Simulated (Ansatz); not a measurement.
Basis sets compared for Pd3H4⁻ (the lowest doublet isomer of a short search). Charge -1, multiplicity 2. Geometry PBE-D4/def2-TZVPD. Ansatz on 4 threads of Arm Neoverse V2 on a shared host; times are rough, and most runs start from earlier orbitals.

Cartesian coordinates in Å:
```
Pd -0.012 1.161 0.150
Pd 0.103 -1.067 -1.469
Pd 1.092 -1.180 1.054
H 0.035 -1.968 -0.063
H -0.690 2.557 -0.248
H 0.271 0.138 1.653
H -0.799 0.359 -1.077
```

In the def2 sets Pd takes a core potential; there is no spin–orbit coupling. At PBE-D4/def2-SVPD, PBE-D4/def2-TZVPD the highest occupied level of the charge -1 doublet lies above zero (up to 0.09 eV). By energy differences its removal costs 2.24 eV (vertical, to the charge 0 singlet, at PBE0-D4/def2-TZVPD). Another isomer (doublet) lies 0.13 eV lower at PBE0-D4/def2-TZVPD.

```tsv
level	functions	energy (Eh)	HOMO (eV)	LUMO (eV)	wall time
PBE-D4/def2-SVPD	134	-386.1810	0.09	0.49	3.4 s
PBE0-D4/def2-SVPD	134	-386.0479	-0.62	1.38	4.6 s
```

(1) Estimate the rows for PBE-D4/def2-TZVPD, PBE0-D4/def2-TZVPD.

## Answers

(1) 
```json
{"level": "PBE-D4/def2-TZVPD", "functions": "156", "energy (Eh)": "-386.2850", "HOMO (eV)": "0.07", "LUMO (eV)": "0.48", "wall time": "3.9 s"}
{"level": "PBE0-D4/def2-TZVPD", "functions": "156", "energy (Eh)": "-386.1475", "HOMO (eV)": "-0.63", "LUMO (eV)": "1.38", "wall time": "6 s"}
```
